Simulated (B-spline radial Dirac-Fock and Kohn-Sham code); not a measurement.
**L-shell conversion coefficients of Se against transition energy**

Model: a Dirac-Hartree-Slater potential of the neutral atom with a Latter tail (no hole, which puts coefficients of high multipoles low close above an edge), finite nucleus with surface currents. Program: a radial atomic solver. Subshells within 1 keV of threshold and pair formation are left out.

| energy (keV) | E2 | E4 | E5 | M1 | M3 | M4 |
| --- | --- | --- | --- | --- | --- | --- |
| 12 | 1510 | 4.86e+07 | 4.86e+09 | 4.81 | 181000 | 2.47e+07 |
| 18.6 | 175 | 2.39e+06 | 1.71e+08 | 1.30 | 13100 | 1.11e+06 |
| 20 | 124 | 1.45e+06 | 9.77e+07 | 1.05 | 8600 | 671000 |
| 26.1 | 34.9 | 229000 | 1.24e+07 | 0.475 | 1860 | 108000 |
| 40.2 | 4.84 | 11600 | 428000 | 0.134 | 170 | 6100 |
| 43.2 | 3.51 | 7050 | 244000 | 0.108 | 116 | 3820 |
| 44.6 | 3.05 | 5660 | 190000 | 0.0987 | 97.4 | 3110 |
| 46.6 | 2.52 | 4190 | 135000 | 0.0869 | 77.1 | 2350 |
| 50 | 1.85 | 2580 | 78200 | 0.0709 | 53.1 | 1490 |
| 64.7 | 0.614 | 447 | 10600 | 0.0339 | 13.9 | 295 |
| 89.7 | 0.158 | 50.5 | 866 | 0.0135 | 2.70 | 40.3 |
| 100 | 0.101 | 24.8 | 380 | 0.00999 | 1.59 | 21.2 |
| 122 | 0.0456 | 6.87 | 86.0 | 0.00579 | 0.616 | 6.68 |
| 200 | 0.00664 | 0.331 | 2.48 | 0.00156 | 0.0657 | 0.439 |
| 210 | 0.00552 | 0.249 | 1.77 | 0.00137 | 0.0532 | 0.340 |
| 227 | 0.00412 | 0.159 | 1.04 | 0.00113 | 0.0381 | 0.227 |
| 233 | 0.00374 | 0.137 | 0.876 | 0.00105 | 0.0341 | 0.198 |
| 274 | 0.00206 | 0.0552 | 0.301 | 0.000699 | 0.0174 | 0.0876 |
| 283 | 0.00183 | 0.0462 | 0.245 | 0.000645 | 0.0152 | 0.0746 |
| 410 | 0.000505 | 0.00680 | 0.0257 | 0.000261 | 0.00358 | 0.0130 |
| 443 | 0.000392 | 0.00468 | 0.0166 | 0.000217 | 0.00268 | 0.00919 |
| 500 | 0.000266 | 0.00267 | 0.00860 | 0.000164 | 0.00173 | 0.00543 |
| 639 | 0.000128 | 0.000925 | 0.00250 | 9.35e-05 | 0.000738 | 0.00197 |
| 932 | 4.69e-05 | 0.000224 | 0.000482 | 4.11e-05 | 0.000221 | 0.000479 |
| 1000 | 3.95e-05 | 0.000177 | 0.000367 | 3.55e-05 | 0.000179 | 0.000375 |
| 1080 | 3.30e-05 | 0.000138 | 0.000275 | 3.02e-05 | 0.000143 | 0.000288 |
| 1300 | 2.19e-05 | 7.81e-05 | 0.000144 | 2.08e-05 | 8.46e-05 | 0.000157 |
| 1480 | 1.67e-05 | 5.41e-05 | 9.43e-05 | 1.61e-05 | 5.96e-05 | 0.000105 |
| 2000 | 9.28e-06 | 2.48e-05 | 3.90e-05 | 9.11e-06 | 2.77e-05 | 4.43e-05 |

**Question.** How fast do they fall between 1300 and 2000 keV?

**Answer.** As powers of the energy: E2 E^-1.99, E4 E^-2.66, E5 E^-3.02, M1 E^-1.91, M3 E^-2.60, M4 E^-2.94. Within one type (E or M) the higher multipoles fall faster.

Values without a named source are computed, but for edge energies of neutral atoms, which are taken from tables.
